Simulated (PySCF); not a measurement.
AlBr2, SMILES [Br][Al][Br], multiplicity 2. Coordinates come from a B3LYP-D3(BJ)/def2-TZVP optimisation. The multiplicity is an assumed one; other spin states were not compared. The isomer is the one that the SMILES or the coordinates give; other isomers of the formula were not compared.

Q: Give the equilibrium geometry at B3LYP-D3(BJ)/def2-TZVP (PySCF confirms it by a frequency run) as a Z-matrix, and its point group. (An estimate is asked for; the answer gives what the named calculation found.)

A: point group C2v.
```
Al
Br 1 2.2822
Br 1 2.2822 2 119.33
```
Charge 0, spin multiplicity 2.
